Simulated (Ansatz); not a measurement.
`C=[C](C)[GeH3]` + `[F][GeH3]` → `C=[C](C)[GeH2][F]` + GeH₄  (formal exchange of groups at a C–Ge bond)

Computed with Ansatz on PBE0-D4/def2-TZVP structures; ΔE is electronic, products minus reactants. CBS: MP2 limit from def2 TZ/QZ plus the TZ coupled-cluster correction, frozen cores. Functionals use def2-TZVPP. B3LYP here is the variant with VWN-RPA as its local correlation; programs differ in this. For Ge outer-core shells are correlated without core-valence functions, which leaves a few kJ/mol of doubt a bond. Scalar relativity is left out up to krypton. One conformer a species, not always the lowest.

Is it downhill or uphill in electronic energy at CCSD(T)/CBS, and by how much? (Estimate.)

Ansatz gave: Downhill: ΔE = -9.4 kJ/mol.

What do these levels give: PBE-D4, r2SCAN-D4, B3LYP-D4, ωB97M-V, PBE, r2SCAN, B3LYP, SCS-MP2/def2-TZVPP, CCSD/def2-TZVPP, HF/CBS(def2), MP2/CBS(def2), CCSD/CBS(def2)? (Estimate.)

The calculation gave: PBE-D4 -10.6, r2SCAN-D4 -11.6, B3LYP-D4 -10.3, ωB97M-V -10.5, PBE -10.2, r2SCAN -11.5, B3LYP -9.7, SCS-MP2/def2-TZVPP -7.9, CCSD/def2-TZVPP -9.6, HF/CBS(def2) -7.9, MP2/CBS(def2) -8.0, CCSD/CBS(def2) -9.3 kJ/mol.

Largest T1 diagnostic among the species: 0.012.
